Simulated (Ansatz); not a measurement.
CH7F2NSi2, SMILES `CN([SiH2]F)[SiH2]F`. Charge 0, multiplicity 1. The geometry is a stationary point of PBE0-D4/def2-TZVP. It is one conformer, not always the lowest.

```xyz
13

C     0.087   -1.265   -0.826
N     0.069   -0.058    0.010
Si    0.782    1.361   -0.632
F    -0.080    1.968   -1.835
Si   -0.792   -0.133    1.490
F    -2.373   -0.205    1.256
H     0.079   -2.164   -0.203
H     0.995   -1.296   -1.435
H    -0.775   -1.308   -1.497
H     0.856    2.382    0.433
H     2.096    1.016   -1.222
H    -0.438   -1.388    2.192
H    -0.505    1.089    2.270
```

(1) What is the dipole moment at B3LYP/def2-TZVPP? (Best estimate.)

(2) And with PBE, r2SCAN, ωB97M-V? (Estimate.)

(3) Give the Mulliken charges with B3LYP, PBE, r2SCAN in def2-TZVPP. (An estimate is asked.)

Answers

(1) Computed: 2.27 D, with components (1.81, -1.30, 0.42) D in this frame, pointing from negative to positive charge.

(2) Ansatz gave: PBE 2.13 D, r2SCAN 2.18 D, ωB97M-V 2.22 D.

(3) Ansatz gave: 
| atom | B3LYP | PBE | r2SCAN |
| --- | --- | --- | --- |
| C1 | -0.22 | -0.22 | -0.10 |
| N2 | -0.26 | -0.16 | -0.30 |
| Si3 | 0.57 | 0.48 | 0.59 |
| F4 | -0.32 | -0.28 | -0.32 |
| Si5 | 0.57 | 0.48 | 0.59 |
| F6 | -0.32 | -0.28 | -0.32 |
| H7 | 0.10 | 0.09 | 0.06 |
| H8 | 0.10 | 0.09 | 0.06 |
| H9 | 0.13 | 0.12 | 0.09 |
| H10 | -0.08 | -0.07 | -0.08 |
| H11 | -0.09 | -0.08 | -0.10 |
| H12 | -0.09 | -0.08 | -0.10 |
| H13 | -0.08 | -0.07 | -0.08 |

B3LYP here is the variant with VWN-RPA as its local correlation; programs differ in this.
